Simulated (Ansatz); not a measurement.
`S[SiH]1CN1` + `FC[TeH]` → `C1N[SiH2]1` + `FC(S)[TeH]`  (redistribution)

Calculated with Ansatz (gas phase, PBE0-D4/def2-TZVP geometries, no zero-point term in ΔE). CCSD(T)/CBS is the MP2 limit (def2-TZVPP, def2-QZVPP) plus CCSD(T) − MP2 in def2-TZVPP, frozen cores. def2 core potentials past Kr. For Te outer-core shells are correlated without core-valence functions, which leaves a few kJ/mol of doubt a bond. Each species was taken in one conformer, which may not be the lowest.

| species | HF/def2-QZVPP energy (Eh) |
| --- | --- |
| `S[SiH]1CN1` | -781.77203 |
| `FC[TeH]` | -406.09608 |
| `C1N[SiH2]1` | -384.17638 |
| `FC(S)[TeH]` | -803.64290 |

Work out ΔE.

ΔE = (-384.17638) + (-803.64290) − (-781.77203) − (-406.09608) = 0.04883 Eh = +1.33 eV. CCSD(T)/CBS gives +1.21 eV.

Largest T1 diagnostic among the species: 0.012.

From BLYP to BHLYP (50 % exact exchange), in def2-TZVPP and without D4, ΔE moves by +0.10 eV. At CCSD(T), def2-SVP lies −0.09 eV from the extrapolated value and def2-TZVPP +0.00 eV. In def2-TZVPP, CCSD(T) changes the Hartree–Fock value by −0.11 eV (the triples alone add −0.02 eV) and MP2 by −0.10 eV.
